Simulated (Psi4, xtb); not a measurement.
## C2H7NSi (SMILES C=NC[SiH3]): the energy, rung by rung

C2H7NSi: 11 atoms, total charge 0, spin state singlet. As SMILES, `C=NC[SiH3]`. Geometry: relaxed at PBE0-D4/def2-TZVP. This is one conformer, not always the lowest.

```xyz
11

C    -0.6394    1.8693    0.3639
N    -0.9986    0.7131    0.0180
C    -0.2990   -0.4170    0.5626
Si    0.7063   -1.2574   -0.8027
H    -1.1459    2.7335   -0.0632
H     0.1669    2.0590    1.0866
H    -1.0299   -1.1514    0.9179
H     0.3652   -0.1617    1.4045
H     1.7296   -0.3113   -1.3199
H    -0.1798   -1.6830   -1.9145
H     1.3899   -2.4501   -0.2324
```

Quantity: the energy change with the Si4–H10 bond stretched from 1.484 to 1.707 Å, in eV. The values are calculated.

```json
{"level": "GFN-FF", "kind": "force field", "program": "xtb", "value (eV)": "0.42", "CPU time (all runs)": "under 2 s"}
{"level": "GFN2-xTB", "kind": "semi-empirical", "program": "xtb", "value (eV)": "0.34", "CPU time (all runs)": "under 2 s"}
{"level": "GFN0-xTB", "kind": "semi-empirical", "program": "xtb", "value (eV)": "0.31", "CPU time (all runs)": "under 2 s"}
{"level": "GFN1-xTB", "kind": "semi-empirical", "program": "xtb", "value (eV)": "0.38", "CPU time (all runs)": "under 2 s"}
{"level": "HF/STO-3G (restricted)", "kind": "Hartree–Fock", "program": "Psi4", "value (eV)": "0.83", "CPU time (all runs)": "2.9 s"}
{"level": "HF/3-21G (restricted)", "kind": "Hartree–Fock", "program": "Psi4", "value (eV)": "0.34", "CPU time (all runs)": "2.7 s"}
{"level": "B3LYP/6-31G* (spherical functions) (restricted)", "kind": "global hybrid", "program": "Psi4", "value (eV)": "0.33", "CPU time (all runs)": "31 s"}
{"level": "B3LYP/6-31G* (Cartesian functions) (restricted)", "kind": "global hybrid", "program": "Psi4", "value (eV)": "0.33", "CPU time (all runs)": "29 s"}
{"level": "TPSSh/cc-pVDZ (restricted)", "kind": "hybrid meta-GGA", "program": "Psi4", "value (eV)": "0.31", "CPU time (all runs)": "2.1 min"}
{"level": "HSE06/cc-pVDZ (restricted)", "kind": "range-separated hybrid", "program": "Psi4", "value (eV)": "0.29", "CPU time (all runs)": "2 min"}
```

The first shape isn't each level's own minimum. The values span 0.29 to 0.83 eV. Times are those of the runs behind each value, whatever else they computed, on shared processors of several kinds: orders of magnitude only.
